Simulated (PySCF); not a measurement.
SMILES C=[CH][Ge]([CH3])([OH])[CH]=C at its GFN2-xTB optimised geometry (Å):

```
17

C     -2.1552    -2.1658    -2.2689
C     -1.1989    -2.4953    -1.4199
Ge    -0.5078    -1.2976     0.0000
C      1.4892    -1.2976     0.0000
O     -1.0514    -1.9173     1.5670
C     -1.3355     0.4830     0.0000
C     -1.2764     1.3432    -1.0019
H     -2.5165    -2.8422    -3.0303
H     -2.6212    -1.1934    -2.2375
H     -0.7518    -3.4810    -1.4827
H      1.8759    -2.3136     0.0077
H      1.8604    -0.7798     0.8794
H      1.8695    -0.7950    -0.8822
H     -0.7559    -2.7887     1.8180
H     -1.8759     0.7414     0.9005
H     -0.7458     1.1151    -1.9137
H     -1.7501     2.3136    -0.9612
```

Method: PySCF with B3LYP/def2-SVP. Cells within 0.4 Å of a nucleus heavier than hydrogen are left out (blank, or x).

Map of the electrostatic potential (hartree/e), clipped to [-0.08, 0.12] on the plane z = 0.0 Å:

```
|1111112222111111111111111111111|
|1111122222211111111111111111111|
|1111222222211111111111111111111|
|1111222222221111111111111111111|
|1111222222221111111111111111111|
|1111222233221111111111111111111|
|1111222333321111111111111111111|
|1111122334321100011111111111111|
|1111122334442100001111111111111|
|1111112346764200001111111111111|
|1111112359998310001111111111111|
|1111112499999720001111111111111|
|1111112599999951111111111111111|
|1111112799xx9983211111111111111|
|1111012799xx9995322222211111111|
|1110011599999999643333221111111|
|1110011379999999987998532111111|
|1100011259999999999999952111111|
|11000112599999999999x9993211111|
|1000001269999xx9999xxx994211111|
|1000001259999xx9999xxx994211111|
|0000000149999999999999994211111|
|0000000026999999999999994211111|
|0000000013799999976999995222111|
|0000000002469999754799995222221|
|1000000001245666544479963222222|
|1000000001233444433344443222222|
|1100000011223333333333332222222|
|1111000111222333333333222222222|
|1111111111222333333222222222222|
|1111111111222233322222222222222|
```
Scale: ten equal steps from -0.027 (start of '0') to 0.120 (end of '9'), in the order '0123456789'; x runs from -4.50 to 4.50, y from -4.50 (bottom) to 4.50 (top).
